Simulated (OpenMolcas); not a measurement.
# Sn: effect of the level shift or regulariser

```
Program             : OpenMolcas 26.06
Basis               : ANO-RCC [10s9p8d5f3g]
Scalar Hamiltonian  : DKH2, point nucleus
Active space        : 2 electrons in 9 orbitals (RAS2 5p; RAS3 5d 6s, at most 1 electron)
State averaging     : 2S+1 = 3 even, 3 roots; 2S+1 = 1 even, 6 roots; 2S+1 = 3 odd, 18 roots; 2S+1 = 1 odd, 18 roots
Spin-orbit coupling : state interaction with AMFI integrals over the reference wave functions, term energies averaged over their components
```

Methods on the same reference wave functions:
A. RASSCF
B. MS-RASPT2, IPEA 0.25 Eh, imaginary shift 0.1 Eh (closed shells correlated: 4d 5s)
C. MS-RASPT2, IPEA 0.25 Eh, sigma2 regulariser 0.3 Eh (closed shells correlated: 4d 5s)

Energies in cm⁻¹ above 5s² 5p² ³P₀, the measured ground level; measured values from NIST Handbook of Basic Atomic Spectroscopic Data.

```csv
Level,A,B,C,Measured
5s² 5p² ³P₀,0.0,0.0,0.0,0.0
5s² 5p² ³P₁,1356,1397,1396,1692
5s² 5p² ³P₂,3071,2990,2980,3428
5s² 5p² ¹D₂,10279,8130,8140,8613
5s² 5p² ¹S₀,21549,19410,19450,17162
5s² 5p 6s ³P°₀,35755,35580,35590,34641
5s² 5p 6s ³P°₁,36128,35820,35830,34914
5s² 5p 6s ³P°₂,39171,38990,39000,38629
5s² 5p 6s ¹P°₁,40438,39740,39750,39257
5s² 5p 5d ³F°₂ [52 %],45453,45810,45890,
5s² 5p 5d ³F°₃,46726,47390,47420,47488
5s² 5p 5d ³F°₄,48713,49680,49710,48107
5s² 5p 5d ³D°₁,50552,48880,48960,
5s² 5p 5d ³D°₂ [52 %],51300,50030,50100,
5s² 5p 5d ³D°₃,52394,50940,50990,
5s² 5p 5d ³P°₂ [63 %],53374,52180,52270,
5s² 5p 5d ³P°₁,53683,52600,52690,
5s² 5p 5d ³P°₀,53848,52870,52960,
5s² 5p 5d ¹F°₃,57987,55490,55600,
5s² 5p 5d ¹P°₁,59128,56040,56360,
```

Deviations, from unrounded energies. A percentage is the sum of absolute deviations over the sum of measured energies, with the sign that they share, or ± where signs differ.

```
                        Against measurement  Levels      A      B      C
             mean absolute deviation (cm-1)      10   1200    780    790
      fine structure of the ground term (%)       2  -13.5  -14.4  -14.4
other terms of the ground configuration (%)       2  +23.5  ±10.6  ±10.7
                   other configurations (%)       6   ±2.2   ±1.8   ±1.8
```

B, C lie about equally close to measurement and A furthest from it. The largest miss of B in the table is 5s² 5p² ¹S₀, by +2200 cm-1. The ranking rests on the paired levels alone, and a cruder setting can come out closer through cancelling errors.

Between B and C the level of the table that moves most is 5s² 5p 5d ¹P°₁, by 320 cm-1 (lowest in B, highest in C). Moves below CASPT2's spread within the term are not significant.

The two smallest mean deviations differ by little beside CASPT2's spread within terms, so their order carries little weight.

From A to B the spin-free energies of the other terms of 5s² 5p² shown, above ³P, scale by factors of 0.70 to 0.88.

The lowest spin-free term lies below A's lowest term by 0.510 hartree in B, 0.510 hartree in C.

CASPT2 does not keep the components of a term degenerate, so their means are used; among the terms shown or strongly mixed into the levels shown the widest spread is 270 cm-1 (5s² 5p 5d ¹F°, B). ANO sets are built for valence states and can reach diffuse excited orbitals poorly, and with the s shell closed the s pⁿ⁺¹ terms that mix with these levels are absent. With the s shell closed, the reference lacks s² → p² mixing. Computed and measured levels are paired by configuration, term and J; levels that our copy of the source lacks, or whose pairing is in doubt (as where it misses far off the trend of its configuration), stay unpaired and out of the deviations. Only configurations of the active space appear. The table leaves out levels that lie high or whose names do not pair safely across all columns.

A share in square brackets marks a mixed level and gives the weight of the term that names it, the lowest over the columns. ° marks odd parity.
